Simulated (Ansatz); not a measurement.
Ideal-gas functions of ClH$_{2}$O$_{3}$Si (`[O][Si](O)(O)Cl`) radical at 500 K and 1 bar, from an Ansatz frequency run at PBE0-D4/def2-TZVP.

Molar mass 113.55 g/mol, point group C1 (symmetry number 1), electronic degeneracy 2, moments of inertia 121.356, 203.252, 205.304 u Å². Harmonic wavenumbers (cm⁻¹, unscaled): 140, 182, 239, 299, 309, 319, 343, 549, 804, 819, 830, 988, 1017, 3919, 3921.

Use S(trans) = R[1.5 ln M + 2.5 ln T − 1.1517]; rotational temperatures θ = 24.2544 K / I; S(rot) = R[ln(√π/σ · √(T³/θAθBθC)) + 1.5]; for each mode x = 1.438777 ν̃/T, S = R[x/(eˣ − 1) − ln(1 − e⁻ˣ)] and H = RT x/(eˣ − 1); 1 cm⁻¹ = 0.0119627 kJ/mol; R = 8.31446 J/(mol·K).

Question: By hand: the entropy, in J/(mol·K).

Answer: Translation 178.6. Rotation: θ = 0.1999, 0.1193, 0.1181 K, giving 119.1. Vibration, mode by mode: 15.93, 13.79, 11.59, 9.82, 9.56, 9.31, 8.75, 5.33, 2.98, 2.88, 2.81, 1.96, 1.84, 0.00, 0.00, in all 96.5. Electronic 5.8. Sum 400.0 J/(mol·K).

Question: By hand: H − E and G − E in kJ/mol, counted from the electronic energy.

Answer: Zero-point energy ½ × 14678 × 0.0119627 = 87.8; thermal vibration 25.8; translation, rotation and pV give 4 RT = 16.6. H − E = 130.2 kJ/mol, and G − E = 130.2 − 500 × 400.0/1000 = -69.8 kJ/mol.

Vibration gives 24 % of the entropy, 15.9 J/(mol·K) of it from the mode under 150 cm⁻¹: soft modes count most, and the harmonic formula is weakest for them. The sum counts one conformer and one mirror image; others add a mixing term.
